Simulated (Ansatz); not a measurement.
`BC(=C)SC` + `C[SiH](O)F` → `BO[SiH](C)F` + `C=CSC`  (ligand exchange at a B–C bond)

Computed with Ansatz on PBE0-D4/def2-TZVP structures; ΔE is electronic, products minus reactants. CBS: MP2 limit from def2 TZ/QZ plus the TZ coupled-cluster correction, frozen cores. Functionals use def2-TZVPP. B3LYP here is the variant with VWN-RPA as its local correlation; programs differ in this. Each species was taken in one conformer, which may not be the lowest.

Q: Is it downhill or uphill in electronic energy at CCSD(T)/CBS, and by how much? (Best estimate.)

A: Computed: Downhill: ΔE = -110.5 kJ/mol.

Q: What do these levels give: r2SCAN-D4, B3LYP-D4, ωB97M-V, MP2/def2-TZVPP, HF/def2-QZVPP, SCS-MP2/def2-QZVPP? (Best estimate.)

A: The calculation gave: r2SCAN-D4 -111.4, B3LYP-D4 -114.8, ωB97M-V -113.8, MP2/def2-TZVPP -109.9, HF/def2-QZVPP -130.6, SCS-MP2/def2-QZVPP -113.8 kJ/mol.

Largest T1 diagnostic among the species: 0.012.

In def2-TZVPP, CCSD(T) changes the Hartree–Fock value by +17.3 kJ/mol (the triples alone add +3.6 kJ/mol) and MP2 by +19.6 kJ/mol. The D4 term adds +4.3 kJ/mol with B3LYP and +2.2 kJ/mol with PBE0; it sums over pairs of atoms, weighted by their polarisabilities, and B3LYP, whose exchange is more repulsive, gets the larger term.
